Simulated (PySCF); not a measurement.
Method: PBE0-D3(BJ)/def2-TZVP in PySCF 2.14.0. All species are isolated molecules in the gas phase. One relaxed conformer stands for a flexible species; it need not be the lowest. 

Reference species (SMILES): `C=[SiH]B(O)O` (neutral, multiplicity 1).

- HOMO–LUMO gap = 4.81 eV
- LUMO = -1.44 eV

Changed species: `C([SiH]=C)(=O)N` (C–Si–C–O torsion 180°) (X = carbamoyl; the reference has X = borono).

**Question.** What does the change do to the HOMO–LUMO gap and LUMO?

**Answer.** the HOMO–LUMO gap increases by 0.24 eV, to 5.05 eV; the LUMO decreases by 0.30 eV, to -1.74 eV.
